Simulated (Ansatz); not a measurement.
Input for Ansatz (a first-principles code): U-wB97X-V/def2-TZVPP on NH2 (SMILES [NH2]).

Ansatz 0.2 input:
```yaml
crystal:
  periodic: [false, false, false]
  atoms:
    - {symbol: N, position_ang: [0.38371794, 0.16929155, -0.07277274]}
    - {symbol: H, position_ang: [-0.30445926, 0.43219933, 0.64466702]}
    - {symbol: H, position_ang: [-0.07925867, -0.60139088, -0.57189429]}
basis:
  gaussian:
    orbitals: def2-TZVPP
hamiltonian:
  xc: {name: wB97X-V}
magnetization: {spin_polarized: true, initial_magnetization: 1}
```

The log:

```
WARN ansatz: RAYON_NUM_THREADS=1 ignored (pool sized by the plan → 1); use --threads N
Functional definition: wB97X-V
integrals: 0.01 GiB planned
273 factors; their error is unknown
integrals: 0.04 GiB planned
72 factors; integrals over basis functions are off by at most 1.2e-5 eV
mean field: 0.16 GiB planned
mean field evaluation 1: about -1519.2526 eV, gradient 1.8e1 eV
mean field evaluation 2: about -1519.8723 eV, gradient 1.4e1 eV
mean field evaluation 4: about -1520.5844 eV, gradient 1.4e-1 eV
mean field evaluation 8: about -1520.5859 eV, gradient 2.1e-2 eV
mean field -1520.58590297 eV, -55.8805012440 hartree, gradient 4.2e-5 eV, S^2 0.752862; 0 other end points of the search recorded, 0 dependent functions left out
reference -1520.58590210 eV, -55.8805012119 hartree; 5, 4 occupied and 54, 55 virtual orbitals, 273 factors
Total energy: -1520.58590210 eV, -55.8805012119 hartree
```

Self-consistency was reached.

Cost: about 0.7 core-seconds (a rough figure).
